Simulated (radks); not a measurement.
Charge is removed step by step from the 1s1/2 level of the strontium ion Sr31+, starting from [He] 2s2 2p3. Method: Dirac Kohn-Sham, BLYP, spin-unpolarised, spherical densities, point nucleus; open shells are shared between the two j in proportion to 2j + 1; computed with a radial shooting solver on a logarithmic mesh with Libxc functionals.

| removed (e) | E - E(0) (eV) | eigenvalue (eV) | E minus straight line (eV) |
|---|---|---|---|
| 0 | 0.000 | -18030.3 | 0.000 |
| 0.25 | 4525.5 | -18173.7 | -53.439 |
| 0.5 | 9086.8 | -18316.4 | -71.110 |
| 0.75 | 13683.7 | -18458.3 | -53.204 |
| 1 | 18315.8 | -18598.7 | 0.000 |

Removing the whole electron costs 18315.8 eV by Delta-SCF, against 18030.3 eV from minus the eigenvalue at the starting occupation. Slater's transition state (half an electron removed) gives 18316.4 eV. Integrating minus the eigenvalue over the occupation (Janak's theorem) gives 18315.8 eV. The mean slope of the eigenvalue, de/dn, is 568 eV per electron.
